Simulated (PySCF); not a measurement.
Compound: CH3BBr2O.
Cartesian coordinates in Å at the PBE0-D3(BJ)/def2-SVP level; atoms count from 1:
```xyz
8
CH3BBr2O angstrom
C     -0.8101   -0.3225    0.0200
O      0.5245   -0.4230    0.4596
B      1.5062    0.4592    0.3216
Br     1.2722    2.1516   -0.5737
Br     3.2224    0.0166    1.0461
H     -1.0210   -1.1667   -0.6517
H     -0.9955    0.6246   -0.5078
H     -1.4726   -0.3926    0.8945
```

The calculation used TDDFT CAM-B3LYP/def2-SVPD, vertical, gas phase, core orbitals frozen in the response (PySCF). Relativistic effects, spin–orbit coupling among them, are left out although an element past zinc is present.

Frontier orbitals with the atoms that hold most of them (Löwdin shares over 4%, at most four atoms; ? is withheld):

```csv
orbital,ε (eV),atoms
HOMO-3,-10.40,"Br4 47%, Br5 36%, B3 12%"
HOMO-2,-10.31,"Br4 50%, O2 20%, Br5 13%, B3 8%"
HOMO-1,-9.88,?
HOMO,?,"Br5 55%, Br4 38%"
LUMO,0.46,?
LUMO+1,0.54,"B3 45%, Br4 23%, Br5 14%, C1 7%"
LUMO+2,1.28,"Br5 42%, Br4 21%, C1 10%, H7 6%"
```

Q: Give the leading atoms of the HOMO-1.

A: Br5 (bonded to B) 62%; Br4 (bonded to B) 25%; B3 (bonded to 2 Br and O) 10%. By element: bromine 87%, boron 10%.

Q: Which atoms hold the LUMO, and with what shares?

A: B3 (bonded to 2 Br and O) 41%; Br4 (bonded to B) 20%; O2 (bonded to B and C) 19%; Br5 (bonded to B) 18%. By element: boron 41%, bromine 38%, oxygen 19%.

Q: What is the HOMO energy, and the HOMO–LUMO gap?

A: ε(HOMO) = -9.49 eV; the gap is 9.95 eV (0.3657 hartree).

Q: How does S1 compare with the orbital gap of 9.95 eV?

A: S1 is at 6.20 eV (f = 0.0000), 3.75 eV below the gap, made of HOMO→LUMO (99%). 

Q: Give energy, strength and leading configuration of S1, S2, S4 and S5, and follow the Löwdin shares of the leading atoms from the occupied to the empty orbital.

A: 
- S1 (6.20 eV, f 0.0000), HOMO→LUMO (99%): Br5 55% → 18%, Br4 38% → 20%, B3 at most 4% → 41%
- S2 (6.95 eV, f 0.076), HOMO-1→LUMO (82%): Br5 62% → 18%, Br4 25% → 20%, B3 10% → 41%
- S4 (7.23 eV, f 0.143), HOMO→LUMO+1 (71%): Br5 55% → 14%, Br4 38% → 23%, B3 at most 4% → 45%
- S5 (7.43 eV, f 0.086), HOMO-2→LUMO (89%): Br4 50% → 20%, O2 20% → 19%, B3 8% → 41%

One conformer stands for the species.
